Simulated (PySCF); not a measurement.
Al(Me)2(Cl) anion (C2H6AlCl), SMILES [CH3][Al]([CH3])[Cl] (connectivity only; charge and spin as stated), charge -1, multiplicity 2. The structure is a stationary point at B3LYP-D3(BJ)/def2-SVPD. The multiplicity is an assumed one; no other spin state was optimised. The isomer is the one that the SMILES or the coordinates give; other isomers of the formula were not compared.

Level of theory: B3LYP-D3(BJ)/def2-SVPD in PySCF.

Harmonic wavenumbers (cm⁻¹): 120, 131, 139, 140, 183, 340, 526, 541, 581, 624, 652, 693, 1154, 1156, 1407, 1410, 1412, 1422, 2960, 2962, 3034, 3036, 3064, 3064. Rotational constants (GHz): 4.802, 2.822, 1.964; symmetry number 1.

**Question.** Work out the zero-point energy and the ideal-gas rigid-rotor harmonic-oscillator thermochemistry at 298.15 K and 1 atm.

**Answer.** ZPE = ½ Σ hcν = ½ × 30752 cm⁻¹ = 183.94 kJ/mol. H − E(el) = 206.18 kJ/mol. Entropy in J/(mol K): translation 165.21, rotation 112.52, vibration 75.58, spin 5.76, total 359.07. G − E(el) = 99.12 kJ/mol. Cp = 109.37 J/(mol K). Modes under 150 cm⁻¹ make the vibrational entropy uncertain.
